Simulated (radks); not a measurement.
Neutral vanadium, 23 electrons, occupied as [Ar] 3d4 5d1 (not the ground configuration). Method: scalar-relativistic Kohn-Sham, PBE, spin-polarised, spherical densities, finite nucleus; open shells are filled with parallel spins first; Fermi nuclear charge, rms radius 3.6002 fm; computed with a radial shooting solver on a logarithmic mesh with Libxc functionals.

Normalised radial functions P(r) = r R(r), r in bohr:

| r | 2p down | 3s up | 3d up |
|---|---|---|---|
| 0.005762 | 0.0125 | 0.1240 | 0.0000 |
| 0.007999 | 0.0232 | 0.1623 | 0.0000 |
| 0.01102 | 0.0419 | 0.2066 | 0.0001 |
| 0.01529 | 0.0762 | 0.2563 | 0.0002 |
| 0.02106 | 0.1343 | 0.3021 | 0.0006 |
| 0.02924 | 0.2346 | 0.3327 | 0.0015 |
| 0.04026 | 0.3916 | 0.3251 | 0.0037 |
| 0.05544 | 0.6264 | 0.2530 | 0.0086 |
| 0.07697 | 0.9549 | 0.0871 | 0.0198 |
| 0.106 | 1.3329 | -0.1620 | 0.0427 |
| 0.1471 | 1.6882 | -0.4417 | 0.0884 |
| 0.2026 | 1.8558 | -0.5963 | 0.1672 |
| 0.2813 | 1.7023 | -0.4540 | 0.2932 |
| 0.3874 | 1.2381 | 0.0395 | 0.4557 |
| 0.5377 | 0.6522 | 0.7037 | 0.6314 |
| 0.7405 | 0.2346 | 1.1118 | 0.7559 |
| 1.02 | 0.0501 | 1.0321 | 0.7773 |
| 1.416 | 0.0050 | 0.6152 | 0.6882 |
| 1.95 | 0.0002 | 0.2379 | 0.5327 |
| 2.706 | 0.0000 | 0.0520 | 0.3506 |
| 3.727 | 0.0000 | 0.0059 | 0.1910 |
| 5.174 | 0.0000 | 0.0002 | 0.0770 |
| 7.125 | 0.0000 | 0.0000 | 0.0209 |
| 9.891 | 0.0000 | 0.0000 | 0.0030 |
| 13.62 | 0.0000 | 0.0000 | 0.0002 |
| 18.76 | 0.0000 | 0.0000 | 0.0000 |
| 26.04 | 0.0000 | 0.0000 | 0.0000 |
| 35.86 | 0.0000 | 0.0000 | 0.0000 |
| 49.78 | 0.0000 | 0.0000 | 0.0000 |

2p down: eigenvalue -502.44 eV, 0 radial nodes, <r> = 0.274 bohr, 90 % of the charge inside 0.450 bohr. 3s up: eigenvalue -72.258 eV, 2 radial nodes at r = 0.0870, 0.380 bohr, <r> = 0.956 bohr, 90 % of the charge inside 1.44 bohr. 3d up: eigenvalue -8.053 eV, 0 radial nodes, <r> = 1.53 bohr, 90 % of the charge inside 2.72 bohr.

Empty levels of this run are not shown, since the potential may be unsettled where no density lies.
